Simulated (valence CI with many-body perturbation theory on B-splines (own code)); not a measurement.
**Ba LII: calculated level list**

Computed by valence CI with perturbative core correlation (CI+MBPT): three valence electrons over a frozen Dirac-Fock core [He], radial functions for each j: 9 s, 9 p, 8 d, 6 f, 3 g, 1 h, with the one-electron correlation potential Σ1 (screened to all orders), the two-electron term Σ2, the three-electron term Σ3, Breit, model QED; selected single and double excitations, second order for the rest, scaled by the run's own slope (own B-spline code, finite nucleus).

The last digits are not significant, and no measured levels were compared; by estimate large intervals hold to a few tenths of a per cent, small ones and those within an open d or f shell to about a per cent.

Levels 1 to 44 of 44, with energies above the lowest level, (2s^2 2p1/2) J=1/2. "Leading %" is the weight of the configuration and term that name the level; weights of strongly mixed levels are sums over their largest components and can fall short, so below about 35 % the name and the second component can differ from the true leading terms, or belong to a minority configuration. In the jj column 3d3/2^4 stands for four electrons in 3d with j = 3/2.

| No. | Configuration | Term | J | E (eV) | Leading % | Leading jj | Second component |
| --- | --- | --- | --- | --- | --- | --- | --- |
| 1 | 2s²2p | ²P° | 1/2 | 0.0 | 100 | 2s^2 2p1/2 (100 %) |  |
| 2 | 2s2p² | ⁴P | 1/2 | 172.7 | 56 | 2s 2p1/2^2 (98 %) | 29 % 2s2p² ²S |
| 3 | 2s²2p | ²P° | 3/2 | 420.5 | 98 | 2s^2 2p3/2 (98 %) |  |
| 4 | 2s2p² | ⁴P | 3/2 | 540.9 | 92 | 2s 2p1/2 2p3/2 (100 %) | 6 % 2s2p² ²D |
| 5 | 2s2p² | ²D | 5/2 | 573.8 | 58 | 2s 2p1/2 2p3/2 (99 %) | 42 % 2s2p² ⁴P |
| 6 | 2s2p² | ²P | 1/2 | 625.7 | 71 | 2s 2p1/2 2p3/2 (98 %) | 28 % 2s2p² ⁴P |
| 7 | 2s2p² | ²D | 3/2 | 626.0 | 65 | 2s 2p1/2 2p3/2 (100 %) | 34 % 2s2p² ²P |
| 8 | 2p³ | ²P° | 3/2 | 810.0 | 46 | 2p1/2^2 2p3/2 (98 %) | 27 % 2p³ ⁴S° |
| 9 | 2s2p² | ⁴P | 5/2 | 979.5 | 58 | 2s 2p3/2^2 (99 %) | 42 % 2s2p² ²D |
| 10 | 2s2p² | ²S | 1/2 | 1056.5 | 70 | 2s 2p3/2^2 (99 %) | 16 % 2s2p² ⁴P |
| 11 | 2s2p² | ²P | 3/2 | 1057.5 | 64 | 2s 2p3/2^2 (99 %) | 29 % 2s2p² ²D |
| 12 | 2p³ | ⁴S° | 3/2 | 1197.1 | 55 | 2p1/2 2p3/2^2 (100 %) | 45 % 2p³ ²D° |
| 13 | 2p³ | ²D° | 5/2 | 1217.2 | 100 | 2p1/2 2p3/2^2 (100 %) |  |
| 14 | 2p³ | ²P° | 1/2 | 1257.3 | 100 | 2p1/2 2p3/2^2 (100 %) |  |
| 15 | 2p³ | ²P° | 3/2 | 1651.1 | 53 | 2p3/2^3 (100 %) | 28 % 2p³ ²D° |
| 16 | 2s²3s | ²S | 1/2 | 5622.2 | 97 | 2s^2 3s (97 %) |  |
| 17 | 2s²3p | ²P° | 1/2 | 5681.6 | 95 | 2s^2 3p1/2 (95 %) |  |
| 18 | 2s2p3s | ⁴P° | 1/2 | 5738.8 | 86 | 2s 2p1/2 3s (98 %) | 12 % 2s2p3s ²P° |
| 19 | 2s2p3s | ⁴P° | 3/2 | 5756.9 | 59 | 2s 2p1/2 3s (94 %) | 36 % 2s2p3s ²P° |
| 20 | 2s2p3s | ²P° | 1/2 | 5779.6 | 94 | 2s 2p1/2 3s (98 %) | 5 % 2s2p3s ⁴P° |
| 21 | 2s2p3p | ⁴D | 1/2 | 5789.1 | 72 | 2s 2p1/2 3p1/2 (100 %) | 20 % 2s2p3p ²P |
| 22 | 2s²3p | ²P° | 3/2 | 5808.6 | 92 | 2s^2 3p3/2 (92 %) | 4 % 2s2p3s ⁴P° |
| 23 | 2s2p3p | ⁴D | 3/2 | 5809.3 | 42 | 2s 2p1/2 3p1/2 (97 %) | 29 % 2s2p3p ²D |
| 24 | 2s2p3p | ⁴P | 1/2 | 5839.2 | 49 | 2s 2p1/2 3p1/2 (98 %) | 29 % 2s2p3p ²S |
| 25 | 2s²3d | ²D | 3/2 | 5851.6 | 95 | 2s^2 3d3/2 (95 %) |  |
| 26 | 2s²3d | ²D | 5/2 | 5885.6 | 97 | 2s^2 3d5/2 (97 %) |  |
| 27 | 2s2p3p | ⁴P | 3/2 | 5922.1 | 31 | 2s 2p1/2 3p3/2 (100 %) | 26 % 2s2p3p ⁴D |
| 28 | 2s2p3p | ²P | 1/2 | 5930.3 | 22 | 2s 2p1/2 3p3/2 (60 %) | 17 % 2p²3s ⁴P |
| 29 | 2s2p3p | ⁴D | 5/2 | 5945.3 | 47 | 2s 2p1/2 3p3/2 (97 %) | 34 % 2s2p3p ²D |
| 30 | 2s2p3p | ²D | 3/2 | 5948.2 | 45 | 2s 2p1/2 3p3/2 (99 %) | 20 % 2s2p3p ²P |
| 31 | 2s2p3d | ⁴F° | 3/2 | 5956.0 | 72 | 2s 2p1/2 3d3/2 (99 %) | 12 % 2s2p3d ²D° |
| 32 | 2p²3s | ⁴P | 1/2 | 5974.6 | 31 | 2p1/2^2 3s (59 %) | 17 % 2s2p3p ²P |
| 33 | 2s2p3d | ⁴F° | 5/2 | 5977.8 | 53 | 2s 2p1/2 3d3/2 (92 %) | 20 % 2s2p3d ²F° |
| 34 | 2s2p3d | ⁴D° | 1/2 | 5984.1 | 38 | 2s 2p1/2 3d3/2 (64 %) | 16 % 2s2p3d ²P° |
| 35 | 2s2p3d | ⁴D° | 3/2 | 5992.9 | 30 | 2s 2p1/2 3d3/2 (94 %) | 21 % 2s2p3d ²P° |
| 36 | 2s2p3d | ⁴P° | 5/2 | 6001.0 | 37 | 2s 2p1/2 3d5/2 (96 %) | 27 % 2s2p3d ⁴D° |
| 37 | 2p²3p | ²P° | 1/2 | 6013.7 | 27 | 2p1/2^2 3p1/2 (63 %) | 25 % 2p²3p ⁴D° |
| 38 | 2s2p3d | ⁴F° | 7/2 | 6021.2 | 40 | 2s 2p1/2 3d5/2 (99 %) | 35 % 2s2p3d ²F° |
| 39 | 2s2p3d | ²F° | 5/2 | 6031.8 | 54 | 2s 2p1/2 3d5/2 (96 %) | 19 % 2s2p3d ²D° |
| 40 | 2s2p3d | ²D° | 3/2 | 6031.9 | 42 | 2s 2p1/2 3d5/2 (92 %) | 39 % 2s2p3d ²P° |
| 41 | 2p²3p | ²P° | 3/2 | 6137.4 | 31 | 2p1/2^2 3p3/2 (96 %) | 21 % 2p²3p ⁴D° |
| 42 | 2s2p3s | ⁴P° | 5/2 | 6159.7 | 100 | 2s 2p3/2 3s (100 %) |  |
| 43 | 2p²3d | ²D | 3/2 | 6170.1 | 40 | 2p1/2^2 3d3/2 (98 %) | 34 % 2p²3d ⁴F |
| 44 | 2s2p3s | ²P° | 3/2 | 6178.8 | 78 | 2s 2p3/2 3s (99 %) | 21 % 2s2p3s ⁴P° |

The ionisation energy to 2s² ¹S0 of the next ion comes out as 10018 eV (NIST: 10023 ± 4 eV (theoretical)). All 44 levels together are meant to be complete up to 6194.3 eV.
